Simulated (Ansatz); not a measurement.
## GeCl2 (SMILES Cl[Ge]Cl): the energy to break a bond

GeCl2 has 3 atoms, charge 0, and is taken as a singlet. SMILES: `Cl[Ge]Cl`. Geometry: optimised at wB97X-V/def2-SVP.

```xyz
3

Cl   -0.0642   -1.6779    0.4238
Ge   -0.4223    0.0673   -0.8341
Cl    0.4865    1.6106    0.4103
```

Wanted: the dissociation energy of the Ge2–Cl1 bond into doublet GeCl and doublet Cl (shapes relaxed at wB97X-V/def2-SVP, no zero-point term). 1 Eh = 2625.50 kJ/mol = 27.2114 eV. Totals in Eh; open shells run unrestricted unless said.

| level | program | GeCl2 | doublet GeCl | doublet Cl |
| --- | --- | --- | --- | --- |
| SVWN5/def2-TZVPP | Ansatz | -2991.421861 | -2532.589706 | -458.649896 |
| PBE/def2-TZVPP | Ansatz | -2996.836197 | -2536.719087 | -459.958430 |
| CAM-B3LYP/def2-TZVPP | Ansatz | -2997.667499 | -2537.352926 | -460.166160 |

Task: Work out the dissociation energy at each level.

Result: 
1. SVWN5/def2-TZVPP: (-2532.589706) + (-458.649896) − (-2991.421861) = 0.182259 Eh = 478.5 kJ/mol = 4.96 eV.
2. PBE/def2-TZVPP: (-2536.719087) + (-459.958430) − (-2996.836197) = 0.158680 Eh = 416.6 kJ/mol = 4.32 eV.
3. CAM-B3LYP/def2-TZVPP: (-2537.352926) + (-460.166160) − (-2997.667499) = 0.148413 Eh = 389.7 kJ/mol = 4.04 eV.

The levels span 390 to 479 kJ/mol; no measured value is set beside them. A bond enthalpy at 298 K also holds the loss of zero-point energy and thermal terms.
